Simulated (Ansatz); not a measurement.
Total energies of Hg₃⁻ from Ansatz at r2SCAN/def2-TZVPD, gas phase (1 Eh = 27.2114 eV = 2625.5 kJ/mol). The reference geometry is relaxed at r2SCAN/def2-TZVPD.

```tsv
atom	x (Å)	y (Å)	z (Å)
Hg1	-0.024	0.717	-1.629
Hg2	-1.516	-0.180	0.915
Hg3	1.539	-0.537	0.714
```

```
            state                      geometry  energy (Eh)
charge -1 doublet                     reference   -460.77106
 charge 0 singlet                     reference   -460.75792
charge -1 quartet  relaxed at r2SCAN/def2-TZVPD   -460.67090
```

In the def2 sets Hg takes a core potential; there is no spin–orbit coupling.

Task: Work out the vertical ionisation energy to the singlet.

Result: E(charge 0 singlet) − E(charge -1 doublet) = -460.75792 − (-460.77106) = 0.01314 Eh = 0.36 eV. For comparison, −ε of the highest occupied level of the spin that leaves is -1.25 eV at this level, 1.61 eV less.

Task: Which of the charge -1 states is lowest, and how far above it are the others?

Result: The doublet. quartet: -460.67090 − (-460.77106) = 0.10016 Eh = 263.0 kJ/mol. The quartet differs in its bonds from the reference.

At r2SCAN/def2-TZVPD the highest occupied level of the charge -1 doublet lies above zero (up to 1.25 eV). By energy differences its removal costs 0.36 eV (vertical, to the charge 0 singlet, at r2SCAN/def2-TZVPD); a positive level beside a positive removal energy at the same level points to self-interaction error. At r2SCAN/def2-TZVPD the highest occupied level of the charge -1 quartet lies above zero (up to 0.83 eV). It is a level of α spin, whose loss leaves a triplet; that state wasn't run at this geometry and level. The electron is either unbound and held by the finite basis, or the level is raised by self-interaction error. 

The structure comes from a short search, and lower isomers may exist.
